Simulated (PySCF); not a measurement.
Working out the ionisation energy of Cu

Cu [Ar] 3d10 4s1 (2S) → Cu⁺ [Ar] 3d10 (1S). All numbers are calculated (PySCF 2.14, the spin-free X2C one-electron Hamiltonian (Gaussian nucleus), in cc-pVTZ-DK). Frozen: [Ar]. Energies in hartree (1 hartree = 27.21139 eV):

```json
{"part": "UHF", "Cu (lower)": "-1653.148770", "Cu⁺ (upper)": "-1652.907163"}
{"part": "MP2 opposite-spin", "Cu (lower)": "-0.319566", "Cu⁺ (upper)": "-0.300444"}
{"part": "MP2 same-spin", "Cu (lower)": "-0.187953", "Cu⁺ (upper)": "-0.173971"}
```

What does Hartree-Fock give?

(-1652.907163) − (-1653.148770) = 0.241607 hartree = 6.574 eV.

What do MP2 and SCS-MP2 (6/5 opposite-spin, 1/3 same-spin) give?

The opposite-spin parts differ by 0.520 eV and the same-spin parts by 0.380 eV. MP2: 6.574 + (0.520) + (0.380) = 7.474 eV. SCS-MP2: 6.574 + 1.2 × (0.520) + (0.380)/3 = 7.325 eV.

Measured between the centres of the two terms (NIST): 7.726 eV, so MP2 (valence) is off by -0.252 eV.

What remains against the reference includes basis incompleteness, the frozen core and correlation beyond second order.
